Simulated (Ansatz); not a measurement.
Relaxing a trial structure of B2GeH8Si

The starting geometry of this gas-phase singlet was optimised with GFN2-xTB; its bonds are those of `B[SiH2][GeH2][BH2]`.

```xyz
12

B     1.0682    1.5086    2.9633
B    -0.6351   -1.1373   -1.1834
Ge   -0.0309    0.3780   -0.0588
Si    0.3731   -0.1423    2.2378
H     0.3515    2.3754    3.2872
H     2.2177    1.7248    3.0059
H    -0.9219   -0.6514    2.7279
H     1.2183   -1.3524    2.2410
H     1.1767    1.1149   -0.5999
H    -1.0163    1.5255   -0.0279
H    -1.7378   -1.5178   -1.1130
H     0.1068   -1.7372   -1.8563
```

Predict what it relaxes into with r2SCAN-D4/def2-SVP.

A new bond forms, giving a structure with H8 bridging Si4 and B2, given below by its coordinates. Distances that change by over a tenth: B1–Ge3 (3.41 → 2.40 Å), B2–Si4 (3.70 → 2.24 Å), Si4–H8 (1.48 → 1.63 Å). Contacts that close: B2–H8 (3.90 → 1.37 Å).

The energy falls by 0.70 eV over 33 steps:

```
step  E − E(last) (eV)
   1             0.700
   5             0.415
   8             0.342
  12             0.280
  15             0.241
  19             0.149
  22             0.034
  26             0.005
  29             0.001
  33             0.000
```

Final geometry (Å):

```yaml
atoms:
  - { symbol: B, position_ang: [1.0579, 1.1799, 2.2768] }
  - { symbol: B, position_ang: [-0.0663, -1.0669, -0.0568] }
  - { symbol: Ge, position_ang: [-0.0780, 1.0250, 0.1738] }
  - { symbol: Si, position_ang: [0.0062, -0.4133, 2.0886] }
  - { symbol: H, position_ang: [0.6535, 1.9417, 3.1226] }
  - { symbol: H, position_ang: [2.1881, 1.2347, 1.8622] }
  - { symbol: H, position_ang: [-1.4288, -0.5811, 2.4570] }
  - { symbol: H, position_ang: [0.3363, -1.6759, 1.1081] }
  - { symbol: H, position_ang: [1.0855, 1.6916, -0.5439] }
  - { symbol: H, position_ang: [-1.4148, 1.7551, 0.0657] }
  - { symbol: H, position_ang: [-1.1138, -1.6199, -0.2876] }
  - { symbol: H, position_ang: [0.9445, -1.3821, -0.6428] }
```

No frequencies were run, so the end isn't proven a minimum. Run with Ansatz 0.2.0, 3.3 min on 2 threads of AMD EPYC (Zen 3), on a shared host.
